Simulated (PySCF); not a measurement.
## Working out the ionisation energy of Ga²⁺

Ga²⁺ [Ar] 3d10 4s1 (2S) → Ga³⁺ [Ar] 3d10 (1S). Calculation: PySCF 2.14, in x2c-QZVPPall; the spin-free X2C one-electron Hamiltonian (Gaussian nucleus). Frozen: [Ne]. Energies in hartree (1 hartree = 27.21139 eV):

```csv
part,Ga²⁺ (lower),Ga³⁺ (upper)
UHF,-1941.338408,-1940.249411
MP2 opposite-spin,-0.493484,-0.472088
MP2 same-spin,-0.258601,-0.241196
```

Problem. What does Hartree-Fock give?

Solution. (-1940.249411) − (-1941.338408) = 1.088997 hartree = 29.633 eV.

Problem. What do MP2 and SCS-MP2 (6/5 opposite-spin, 1/3 same-spin) give?

Solution. The opposite-spin parts differ by 0.582 eV and the same-spin parts by 0.474 eV. MP2: 29.633 + (0.582) + (0.474) = 30.689 eV. SCS-MP2: 29.633 + 1.2 × (0.582) + (0.474)/3 = 30.489 eV.

Measured between the centres of the two terms (NIST): 30.726 eV, so MP2 (valence and next inner shell) is off by -0.037 eV.

What remains against the reference includes basis incompleteness, the frozen core and correlation beyond second order.
